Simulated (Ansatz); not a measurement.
| atom | x (Å) | y (Å) | z (Å) |
| --- | --- | --- | --- |
| Si | 0.0000 | 0.0000 | -0.1234 |
| H | 0.0000 | 1.0085 | 0.8640 |
| H | 0.0000 | -1.0085 | 0.8640 |

Basis set: cc-pVTZ (spherical functions). Correlated methods keep 5 orbitals frozen. Charge 0, multiplicity 1.

Computed with Ansatz (development build ahead of 0.2.0); each method stands on the lowest determinant of its kind that the runs found. Restricted open shells among the atoms or ions are ROHF, correlated in semicanonical orbitals with singles.

Task: Give the atomization energy at this shape (free ground-state atoms in the same class of orbitals less the molecule, no zero-point energy) of singlet SiH₂ by RHF-MP2, RHF.

Result:

```
 method  atomization energy
RHF-MP2             5.99 eV
    RHF             4.65 eV
```

Caution: the shape is not the minimum.
